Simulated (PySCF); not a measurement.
**Which determinant of YS lies lowest?**

Unrestricted PBE0; Y x2c-TZVPPall, S x2c-TZVPPall; spin-free X2C with a Gaussian nucleus (PySCF 2.14). Outer shells of the fragments: Y 4d1 5s2; S 3s2 3p4.

Followed along the bond (rough minima from three points):

```tsv
2Ms+1	unpaired	⟨S²⟩ at the start	R at minimum (Å)	Te (eV)
2	σ ↑	0.75	2.27	0.00
2	δ ↑	0.76	2.31	1.14
2	π ↑	0.77	2.30	1.47
2	π ↑	0.76	2.50	1.90
4	σ ↑, π ↑, δ ↑	3.76	none in the scan	≤ 2.29
```

Solutions found at the starting distance of 2.450 Å, counted from the lowest of them; the search is not exhaustive and high or unbound solutions are not listed, so other states can lie among these:

```json
{"2Ms+1": "2", "unpaired": "σ ↑", "term": "²Σ⁺", "E (eV)": "0.00", "⟨S²⟩": "0.75", "⟨Lz²⟩": "0.00", "μ (D)": "-7.21"}
{"2Ms+1": "2", "unpaired": "δ ↑", "term": "²Δ", "E (eV)": "1.01", "⟨S²⟩": "0.76", "⟨Lz²⟩": "4.00", "μ (D)": "-9.72"}
{"2Ms+1": "2", "unpaired": "π ↑", "term": "²Π", "E (eV)": "1.34", "⟨S²⟩": "0.77", "⟨Lz²⟩": "1.01", "μ (D)": "-7.12"}
{"2Ms+1": "2", "unpaired": "π ↑", "term": "²Π", "E (eV)": "1.60", "⟨S²⟩": "0.76", "⟨Lz²⟩": "1.03", "μ (D)": "-2.18"}
{"2Ms+1": "4", "unpaired": "σ ↑, π ↑, δ ↑", "term": "mixed", "E (eV)": "1.99", "⟨S²⟩": "3.76", "⟨Lz²⟩": "5.00", "μ (D)": "-3.68"}
{"2Ms+1": "2", "unpaired": "σ ↑, π ↓, δ ↑", "term": "mixed", "E (eV)": "2.02", "⟨S²⟩": "1.76", "⟨Lz²⟩": "5.02", "μ (D)": "-3.70"}
```

A term symbol is given only where ⟨S²⟩ and ⟨Lz²⟩ are close to those of a pure state; real π, δ and φ orbitals otherwise mix terms. A positive dipole means Y(−)S(+).

Compare the gap between the two lowest followed solutions at the starting distance with the gap between their minima.

At PBE0 the second solution (doublet, unpaired electrons δ ↑) lies +1.01 eV from the first (doublet, unpaired electrons σ ↑) at 2.450 Å and +1.14 eV at the minima; the two curves relax by different amounts, since their minima lie near 2.31 and 2.27 Å.

Spin–orbit coupling is left out. Counting both spins, an empty level lies below a filled one in some of these solutions, because spin and occupation are held. The state is the lowest single determinant that the PBE0 search found; with open d or f shells the true ground state can be another one.
